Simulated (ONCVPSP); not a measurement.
# Configuration tests for platinum (Pt) (ONCV)

```
Element                 : Pt (Z = 78)
Generator               : ONCVPSP 4.0.1
Type                    : optimised norm-conserving Vanderbilt (ONCV)
Functional              : PBE
Relativity              : fully relativistic
Frozen core             : [Kr] 4d10
Valence charge          : 32
Reference configuration : 4f14 5s2 5p6 5d9 6s1
Partial waves           : 5s+6s: rc 1.55 bohr, ncon 4, nbas 7, qcut 6.8 1/bohr, 2 projectors; 5p: rc 1.55 bohr, ncon 4, nbas 7, qcut 9.4 1/bohr, 1 projector; 5d: rc 1.65 bohr, ncon 4, nbas 8, qcut 5.4 1/bohr, 1 projector; 4f: rc 0.95 bohr, ncon 4, nbas 8, qcut 17.5 1/bohr, 2 projectors, debl 1.7 Ha
Local potential         : polynomial inside 0.60 bohr (lpopt 5, dvloc0 4 Ha)
Core correction         : polynomial model core, fcfact 0.55
```

Open shells are filled in proportion to 2j + 1.

In the f channel the program set the typed energies aside and used -2.512, 0.250 Ha (j = l + 1/2; the other j can differ).

Energies are relative to the spin-unpolarised reference configuration 4f14 5s2 5p6 5d9 6s1; without spin polarisation the order of configurations can differ from experiment.

```csv
valence configuration,charge,ΔE all-electron (eV),error AE − PS (meV)
4f14 5s2 5p6 5d8 6s0,+2,29.192,+5.2
4f14 5s1 5p6 5d9 6s1,+1,108.320,-214
```

Question: What are ΔE and the potential's error for 4f14 5s2 5p6 5d7 6s0?

Answer: ΔE = 61.406 eV all-electron; the error (AE − PS) is +29 meV.

Question: What are ΔE and the potential's error for 4f14 5s2 5p6 5d9 6s0?

Answer: ΔE = 9.211 eV all-electron; the error (AE − PS) is -1.6 meV.

Levels in the configuration 4f14 5s2 5p6 5d9 6s0:

| level | all-electron (eV) | pseudo (eV) |
| --- | --- | --- |
| 4f j=7/2 | -76.533 | -76.657 |
| 4f j=5/2 | -79.986 | -80.110 |
| 5s j=1/2 | -109.799 | -109.841 |
| 5p j=3/2 | -60.254 | -60.261 |
| 5p j=1/2 | -75.144 | -75.162 |
| 5d j=5/2 | -13.781 | -13.779 |
| 5d j=3/2 | -15.151 | -15.150 |

Note: ghosts flagged at negative energy: s at -653.7 eV, p3/2 at -334.8 eV, p1/2 at -258.3 eV; GHOST(+) flagged for d5/2 at 39.2 eV, d3/2 at 62.2 eV. A true bound ghost makes a file unfit for plane-wave use.
